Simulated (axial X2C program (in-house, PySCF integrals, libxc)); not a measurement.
IMoI: the levels of the configuration d4 s0 p(π)0

Calculated with an in-house all-electron X2C program for linear molecules (integrals from PySCF): two-component X2C with atomic mean-field Coulomb and Gaunt terms, basis I dyall-v3z, Mo dyall-v3z (cores contracted in-house). Orbitals come from Hartree–Fock averaged over the configuration Mo d4 s0 p(π)0; CI then distributes these electrons over the d, s, p(π) shells of Mo.

I–Mo–I held linear, both bonds 2.739 Å (near the minimum of the configuration average).

Lowest levels of this model:

```csv
Ω,energy (cm⁻¹),g∥,configuration
1,0,5.44,100% d4
0,55,0.00,100% d4
0,444,0.00,100% d4
1,520,3.30,100% d4
2,637,7.51,100% d4
0,1103,0.00,100% d4
1,1135,3.26,100% d4
2,1251,6.48,100% d4
3,1472,10.00,100% d4
0,6069,0.00,100% d4
0,6070,0.00,100% d4
1,6384,0.01,100% d4
2,6689,4.01,100% d4
3,6989,8.00,100% d4
4,7285,11.99,100% d4
0,13622,0.00,100% d4
2,13668,3.06,100% d4
3,13751,6.42,100% d4
4,14120,9.94,100% d4
0,14149,0.00,100% d4
3,14348,7.53,100% d4
4,15108,6.57,100% d4
0,15266,0.00,100% d4
5,15647,11.00,100% d4
4,16047,7.57,100% d4
5,16254,11.00,100% d4
6,16665,13.97,100% d4
5,20784,10.32,100% d4
6,21065,12.04,100% d4
5,21775,11.69,100% d4
```

g∥ is the magnitude of 2⟨Lz + ge Sz⟩ for the +Ω component.

**Question.** From Ω and g∥ of the lowest level, whose 2⟨Lz + ge Sz⟩ is positive, find ⟨Sz⟩ and ⟨Lz⟩ (ge = 2.0023).

**Answer.** Ω = ⟨Lz⟩ + ⟨Sz⟩ = 1 and ⟨Lz⟩ + ge⟨Sz⟩ = 2.720, so ⟨Sz⟩ = 1.72 and ⟨Lz⟩ = -0.72.

Occupations of the active spinors in the lowest level by ω, shell by shell in order of energy: -5/2: 0.06; -3/2: 0.94 0.05 0.00; -1/2: 0.24 0.70 0.00 0.00; 1/2: 0.83 0.04 0.00 0.00; 3/2: 0.08 0.15 0.00; 5/2: 0.92. The leading determinant has weight 0.62 among 269.

This point took 6.3 s on 1 thread of Intel(R) Xeon(R) 6975P-C (Granite Rapids), on a shared host.

Dynamic correlation is missing, so gaps between terms are too wide and other configurations may lie lower; the lowest level listed is that of this model, not necessarily the ground state. For d shells the ligand-field splittings (σ, π, δ) and their order can be off by a thousand cm⁻¹ or more. At most 4 roots were kept for each Ω > 0 (twice that for Ω = 0) within 3.2 eV of the lowest, so higher up levels can be missing between those listed; levels with Ω > 0 are doubly degenerate and listed once, Ω = 0 levels singly. Some active spinors are only partly of the character that their shell is named for, so the shell names and counts are nominal. States that fill the shells left empty in the average are placed too high. The molecule was held linear; bending was not examined.
